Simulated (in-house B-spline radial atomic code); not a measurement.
**Ionising Ga XXVII (Ga26+) with different functionals**

Computed with an all-electron radial atomic-structure program (B-spline basis): four-component Dirac-Coulomb Hamiltonian, Fermi nucleus of rms radius 3.9973 fm, spin-restricted, spherical fractional occupations for the functionals. The ionisation energy is the difference of two self-consistent energies, [He] 2s2 2p1 → [He] 2s2, without Breit or QED terms; ε is the level of the shell that loses the electron (mean over j). The electron is taken from both j subshells in proportion to 2j + 1, so the result is a j average, not the step between ground levels.

```
  method  rung  ΔSCF (eV)  -ε(2p) (eV)
LDA PW92   LDA          ?            ?
    PW91   GGA          ?            ?
    RPBE   GGA     2659.2       2593.6
    BP86   GGA     2660.6       2594.9
```

(1) What does PW91 give?

(2) What does LDA PW92 give?

(3) How do they compare with the NIST value?

Answers

(1) ΔSCF 2660.9 eV, and -ε(2p) = 2595.1 eV.

(2) ΔSCF 2658.2 eV, and -ε(2p) = 2592.5 eV.

(3) NIST lists 2683 eV ± 1.4 (semi-empirical, ground level to ground level). Errors run from -24.8 to -22.1 eV. The correlated functionals all miss on the same side by more than they spread, so the cause is common to them (Breit-QED terms, spin polarisation, the choice among j levels, multiplet and fine-structure energies, or a listed next ion that isn't the cheapest removal here) and closeness doesn't rank the functionals.
